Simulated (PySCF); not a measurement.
MoO₂Cl₂ → MoO₂ + Cl₂

Level: PBE in the def2-TZVP basis family, computed in PySCF with density fitting; scalar-relativistic core potentials for atoms from Rb on, none lighter, no spin–orbit coupling; open shells unrestricted.

```tsv
species	state and structure	E (Eh)	ZPE (kJ/mol)	H(298 K) − H(0) (kJ/mol)	S° (J/(mol K))
MoO₂Cl₂	singlet, C2v, Mo–Cl 2.256 Å (×2), Mo–O 1.690 Å (×2); Cl–Mo–Cl 112.0°, Cl–Mo–O 109.5° (×4), O–Mo–O 106.8°	-1138.89273	23.6	18.7	340.1
MoO₂	triplet, C2v, Mo–O 1.703 Å (×2); O–Mo–O 113.0°	-218.63329	13.4	11.2	276.5
Cl₂	singlet, D∞h, Cl–Cl 2.008 Å	-920.02118	3.2	9.2	223.0
```

(1) What is the electronic reaction energy?

(2) Add zero-point, thermal and entropy terms for 298.15 K and 1 bar.

Results:

(1) At PBE/def2-TZVP, ΔE = 625.6 kJ/mol from the differences of the total energies times 2625.5, uphill. 

(2) ΔZPE = -7.0 and Δ[H(298) − H(0)] = 1.7 kJ/mol give ΔH° = 620.3 kJ/mol. ΔS° = 159.4 J/(mol K), so ΔG° = 620.3 − 298.15 × (0.1594) = 573 kJ/mol.

Open d or f shells are single determinants, so the state found may not be the ground state. The structures come from searches over a few start shapes, so lower isomers are not excluded.
